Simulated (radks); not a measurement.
Dipole-allowed excitations along the series with 3 electrons in [He] 2s1. Calculated with a radial shooting solver on a logarithmic mesh with Libxc functionals: scalar-relativistic Kohn-Sham, LDA (Slater exchange, Perdew-Wang correlation), spin-polarised, spherical densities, finite nucleus; open shells are filled with parallel spins first; Fermi nuclear charge, rms radius of each element as measured or else 0.836 A^(1/3) + 0.57 fm. Time-dependent linear response with the Hartree and adiabatic LDA kernel, continuum included through the Sternheimer equations, no spin-orbit coupling, so fine structure and intercombination lines are absent. Lines are the poles of the dipole polarisability below minus the highest occupied eigenvalue, found on a grid refined at the orbital gaps; the lowest seven at most are given, and weak or close lines can be missed. The first line takes the name of the lowest orbital gap if no other gap lies below it; otherwise a line is named after a gap within 0.6 % of it, if that gap stands alone.

species  -e(HOMO) (eV)  lowest orbital gap (eV)  first line (eV)       f  strongest line (eV)  its f  static alpha (bohr^3)
P12+            589.61             2s-2p 26.521   28.458 (2s-2p)  0.0976       349.74 (2s-3p)  0.344                0.09241
S13+            683.21             2s-2p 28.851   30.931 (2s-2p)  0.0919       403.61 (2s-3p)  0.349                0.07349
Cl14+           783.75             2s-2p 31.268   33.494 (2s-2p)  0.0870       461.38 (2s-3p)  0.353                0.05925
Ar15+           891.27             2s-2p 33.785   36.158 (2s-2p)  0.0828       523.09 (2s-3p)  0.357                0.04833
K16+            1005.8             2s-2p 36.415   38.937 (2s-2p)  0.0792       588.74 (2s-3p)  0.360                0.03983
Ca17+           1127.3             2s-2p 39.173   41.845 (2s-2p)  0.0761       658.37 (2s-3p)  0.363                0.03311
